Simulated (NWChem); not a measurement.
Species: VNH2OF2; SMILES [NH]=[V]([OH])([F])[F]

```xyz
7

V      0.0154    -0.0099     0.0000
N     -0.2107    -1.5827     0.0000
H     -0.2373    -2.6016     0.0000
F      0.8923     0.4195    -1.4162
F      0.8923     0.4195     1.4162
O     -1.5409     0.7598     0.0000
H     -2.3762     0.2784     0.0000
```
Atoms are numbered in this order, from 1.

Program: NWChem. Coordinates come from a PBE0/def2-SVP optimisation. Total energies compare along this basis series because the functional is fixed.

```csv
level,basis functions,energy (Ha),highest occupied level (eV),orbital gap (eV),dipole (D)
PBE/def2-SVP,97,-1274.1317,-7.19,4.00,3.32
PBE/def2-SVPD,139,-1274.1755,-7.66,3.98,3.33
PBE/def2-TZVP,181,-1274.6667,-7.51,4.01,3.34
PBE/def2-TZVPP,216,-1274.6734,-7.51,4.02,3.24
```
